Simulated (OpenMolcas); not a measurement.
# Multiconfigurational calculation on Ru2+

Input:

```
&GATEWAY
Coord
1

Ru 0.0 0.0 0.0
Basis=ANO-RCC-VQZP
Group=XYZ
NoMove
AngMom=0.0 0.0 0.0
AMFI
&SEWARD
* reference wave functions (RASSCF and RASSI steps not shown): 12 electrons in 8 orbitals (RAS1 4p, at most 2 holes; RAS2 4d)
>>> COPY JOB001 $Project.JobIph
&CASPT2
Multistate=5 1 2 3 4 5
Frozen=8 6
IPEA=0.25
Imaginary=0.1
MaxIter=60
WThr=0.0 0.3 0.05
PrWF=0.5
NoMix
>>> COPY JOB002 $Project.JobIph
&CASPT2
Multistate=45 1 2 3 4 5 6 7 8 9 10 11 12 13 14 15 16 17 18 19 20 21 22
23 24 25 26 27 28 29 30 31 32 33 34 35 36 37 38 39 40 41 42 43 44 45
Frozen=8 6
IPEA=0.25
Imaginary=0.1
MaxIter=60
WThr=0.0 0.3 0.05
PrWF=0.5
NoMix
>>> COPY JOB003 $Project.JobIph
&CASPT2
Multistate=49 1 2 3 4 5 6 7 8 9 10 11 12 13 14 15 16 17 18 19 20 21 22
23 24 25 26 27 28 29 30 31 32 33 34 35 36 37 38 39 40 41 42 43 44 45 46
47 48 49
Frozen=8 6
IPEA=0.25
Imaginary=0.1
MaxIter=60
WThr=0.0 0.3 0.05
PrWF=0.5
NoMix
```

Output, cut to the results:

```
--- CASPT2 ---
Orbital specifications:
      -----------------------

      Symmetry species                           1   2
                                                ag  au
      Frozen orbitals                            8   6
      Inactive orbitals                          1   0
      Active orbitals                            5   3
      Secondary orbitals                        37  44
      Deleted orbitals                           0   0
      Number of basis functions                 51  53
Type of calculation                        MS-CASPT2
      Fock operator                              state-specific
      IPEA shift                                 0.25
      Real shift                                 0.00
      Imaginary shift                            0.10
      The input orbitals will be transformed to quasi-canonical
Reference energy:       -4526.5737995688
      E2 (Non-variational):      -0.4629444026
      Shift correction:          -0.0001862920
      E2 (Variational):          -0.4631306946
      Total energy:           -4527.0369302633
      Residual norm:              0.0000008832
      Reference weight:           0.92794
      Contributions to the CASPT2 correlation energy
      Active & Virtual Only:         -0.3875487805
      One Inactive Excited:          -0.0699551674
      Two Inactive Excited:          -0.0054404547
Reference energy:       -4526.5737995688
      E2 (Non-variational):      -0.4629435109
      Shift correction:          -0.0001863990
      E2 (Variational):          -0.4631299099
      Total energy:           -4527.0369294787
      Residual norm:              0.0000008861
      Reference weight:           0.92793
      Contributions to the CASPT2 correlation energy
      Active & Virtual Only:         -0.3875479305
      One Inactive Excited:          -0.0699551258
      Two Inactive Excited:          -0.0054404546
::    CASPT2 Root  1     Total energy:  -4527.03693026
::    CASPT2 Root  2     Total energy:  -4527.03692948
::    CASPT2 Root  3     Total energy:  -4527.03685463
::    CASPT2 Root  4     Total energy:  -4527.03693151
::    CASPT2 Root  5     Total energy:  -4527.03691004
::    MS-CASPT2 Root  1     Total energy:  -4527.03693647
::    MS-CASPT2 Root  2     Total energy:  -4527.03693103
::    MS-CASPT2 Root  3     Total energy:  -4527.03692742
::    MS-CASPT2 Root  4     Total energy:  -4527.03691695
::    MS-CASPT2 Root  5     Total energy:  -4527.03684405
--- CASPT2 ---
Orbital specifications:
      -----------------------

      Symmetry species                           1   2
                                                ag  au
      Frozen orbitals                            8   6
      Inactive orbitals                          1   0
      Active orbitals                            5   3
      Secondary orbitals                        37  44
      Deleted orbitals                           0   0
      Number of basis functions                 51  53
Type of calculation                        MS-CASPT2
      Fock operator                              state-specific
      IPEA shift                                 0.25
      Real shift                                 0.00
      Imaginary shift                            0.10
      The input orbitals will be transformed to quasi-canonical
Reference energy:       -4526.4956606280
      E2 (Non-variational):      -0.4671002301
      Shift correction:          -0.0002064772
      E2 (Variational):          -0.4673067073
      Total energy:           -4526.9629673353
      Residual norm:              0.0000002588
      Reference weight:           0.92594
      Contributions to the CASPT2 correlation energy
      Active & Virtual Only:         -0.3886694262
      One Inactive Excited:          -0.0725502499
      Two Inactive Excited:          -0.0058805540
Reference energy:       -4526.4956606280
      E2 (Non-variational):      -0.4670984791
      Shift correction:          -0.0002064259
      E2 (Variational):          -0.4673049050
      Total energy:           -4526.9629655330
      Residual norm:              0.0000002589
      Reference weight:           0.92595
      Contributions to the CASPT2 correlation energy
      Active & Virtual Only:         -0.3886619742
      One Inactive Excited:          -0.0725559507
      Two Inactive Excited:          -0.0058805542
::    CASPT2 Root  1     Total energy:  -4526.96296734
::    CASPT2 Root  2     Total energy:  -4526.96296553
::    CASPT2 Root  3     Total energy:  -4526.96296687
::    CASPT2 Root  4     Total energy:  -4526.96935385
::    CASPT2 Root  5     Total energy:  -4526.96937339
::    CASPT2 Root  6     Total energy:  -4526.96938260
::    CASPT2 Root  7     Total energy:  -4526.96940557
::    CASPT2 Root  8     Total energy:  -4526.96943046
::    CASPT2 Root  9     Total energy:  -4526.96940048
::    CASPT2 Root 10     Total energy:  -4526.96942082
::    CASPT2 Root 11     Total energy:  -4526.96967817
::    CASPT2 Root 12     Total energy:  -4526.96933764
::    CASPT2 Root 13     Total energy:  -4526.96935271
::    CASPT2 Root 14     Total energy:  -4526.96938573
::    CASPT2 Root 15     Total energy:  -4526.96081960
::    CASPT2 Root 16     Total energy:  -4526.96080139
::    CASPT2 Root 17     Total energy:  -4526.96082351
::    CASPT2 Root 18     Total energy:  -4526.96045085
::    CASPT2 Root 19     Total energy:  -4526.96068570
::    CASPT2 Root 20     Total energy:  -4526.96051369
::    CASPT2 Root 21     Total energy:  -4526.96089670
::    CASPT2 Root 22     Total energy:  -4526.95497906
::    CASPT2 Root 23     Total energy:  -4526.95520064
::    CASPT2 Root 24     Total energy:  -4526.95508551
::    CASPT2 Root 25     Total energy:  -4526.95498692
::    CASPT2 Root 26     Total energy:  -4526.95505043
::    CASPT2 Root 27     Total energy:  -4526.95524415
::    CASPT2 Root 28     Total energy:  -4526.95509723
::    CASPT2 Root 29     Total energy:  -4526.95502850
...
```

Levels above the lowest, from the spin-orbit matrix with the multistate effective Hamiltonian, averaged by term, added to it:

```tsv
Configuration	Term	J	E (cm⁻¹)	Measured (cm⁻¹)	g	Term weight %	Second
4d⁶	⁵D	4	0.0	0.0	1.498	99	
4d⁶	⁵D	3	1181	1159	1.499	99	
4d⁶	⁵D	2	1877	1826	1.499	98	
4d⁶	⁵D	1	2330	2266	1.500	98	
4d⁶	⁵D	0	2550	2476		98	
4d⁶	³H	6	15390		1.163	97	3 ¹I
4d⁶	³H	4	15500		0.947	56	20 ³F(1)
4d⁶	³H	5	15690		1.060	84	16 ³G
4d⁶	³P(1)	2	15790		1.488	95	2 ³D
4d⁶	³F(1)	4	17380		1.081	58	36 ³H
4d⁶	³F(1)	3	17560		1.019	79	20 ³G
4d⁶	³F(1)	2	18130		0.676	97	2 ¹D(1)
4d⁶	³P(1)	1	19160		1.464	94	4 ³D
4d⁶	³G	5	19200		1.174	84	16 ³H
4d⁶	³P(1)	0	19850			86	12 ¹S
4d⁶	³G	4	20270		1.069	78	15 ³F(1)
4d⁶	³G	3	20560		0.819	79	20 ³F(1)
4d⁶	³D	2	23410		1.169	92	3 ¹D(1)
4d⁶	³D	1	23570		0.540	96	4 ³P(1)
4d⁶	¹I	6	23650		1.004	97	3 ³H
4d⁶	³D	3	23750		1.328	98	
4d⁶	¹G(1)	4	25310		1.007	90	6 ³F(1)
4d⁶	¹S	0	28580			84	11 ³P(1)
4d⁶	¹D(1)	2	29820		1.008	91	4 ³D
```

Against the 4 measured excited levels shown (Moore, Atomic Energy Levels, vol. III, NSRDS-NBS 35 (1971 reprint of NBS Circular 467, 1958)) the mean absolute deviation is 52 cm-1; the largest miss in energy is 4d⁶ ⁵D₀: computed 2550, measured 2476 cm⁻¹ (+2.9 %).

CASPT2 does not keep the components of a term degenerate, so their means are used; among the terms shown or strongly mixed into the levels shown the widest spread is 1700 cm-1 (4d⁶ ¹I). Active for correlation alone: 4p; no level in the range computed is led by a configuration that opens it, so any true level of that kind is missing. The CASPT2 spread within a term exceeds the gap to the next term for 4d⁶ ¹I and 4d⁶ ³D, so the order of their levels is uncertain. Computed and measured levels are paired by configuration, term and J; levels that our copy of the source lacks, or whose pairing is in doubt (as where it misses far off the trend of its configuration), stay unpaired and out of the deviations. Only configurations of the active space appear. The first state left out of the spin-orbit step lies near 83000 cm-1 above the lowest spin-free state of the reference (among the parities and spins computed), and the list stops at four fifths of that energy or lower. The table shows the lowest 24 of 33 levels.

The term weight is that of the spin-free term in the level, not the purity of its configuration. A number in round brackets counts repeated terms of one configuration in the order of the reference energies.
